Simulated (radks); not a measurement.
Tl14+, configuration [Kr] 4d10 4f14 5s2 5p4 5d1 (not the ground configuration). Method: non-relativistic Kohn-Sham, r2SCAN, spin-unpolarised, spherical densities, point nucleus; meta-GGA in the generalised Kohn-Sham scheme; relativity is left out, which matters for an element this heavy; computed with a radial shooting solver on a logarithmic mesh with Libxc functionals.

Unscreened Slater integrals over Kohn-Sham orbitals (cm^-1). Empty in this configuration: 6s.

\begin{tabular}{lr}
integral & value \\ \hline
F0(5d,5d) & 190010 \\
F2(5d,5d) & 102570 \\
F4(5d,5d) & 70692 \\
F0(5d,5p) & 198570 \\
F2(5d,5p) & 106770 \\
G1(5d,5p) & 134680 \\
G3(5d,5p) & 85915 \\
F0(5d,5s) & 202130 \\
G2(5d,5s) & 103800 \\
F0(5d,4f) & 237440 \\
F2(5d,4f) & 67711 \\
F4(5d,4f) & 33756 \\
G1(5d,4f) & 20921 \\
G3(5d,4f) & 21555 \\
G5(5d,4f) & 17858 \\
F0(5d,6s) & 140720 \\
G2(5d,6s) & 19281 \\
F0(5p,5p) & 208860 \\
F2(5p,5p) & 114230 \\
F0(5p,5s) & 213210 \\
G1(5p,5s) & 149040 \\
F0(5p,4f) & 256260 \\
F2(5p,4f) & 79921 \\
G2(5p,4f) & 25867 \\
G4(5p,4f) & 23454 \\
F0(5p,6s) & 143690 \\
G1(5p,6s) & 13930 \\
F0(5s,5s) & 217960 \\
F0(5s,4f) & 265220 \\
G3(5s,4f) & 27300 \\
F0(5s,6s) & 144950 \\
G0(5s,6s) & 9743.4 \\
F0(4f,4f) & 445810 \\
F2(4f,4f) & 226230 \\
F4(4f,4f) & 145180 \\
F6(4f,4f) & 105420 \\
F0(4f,6s) & 159980 \\
G3(4f,6s) & 7342.9 \\
F0(6s,6s) & 121030 \\
\end{tabular}

Derived for the open shells (J is the average intra-shell exchange parameter used in DFT+U). 5p: J = F2/5 = 22850 cm^-1. 5d: Racah B = F2/49 - 5 F4/441 = 1292 cm^-1, C = 35 F4/441 = 5610 cm^-1, C/B = 4.34, F4/F2 = 0.689, J = (F2 + F4)/14 = 12380 cm^-1.
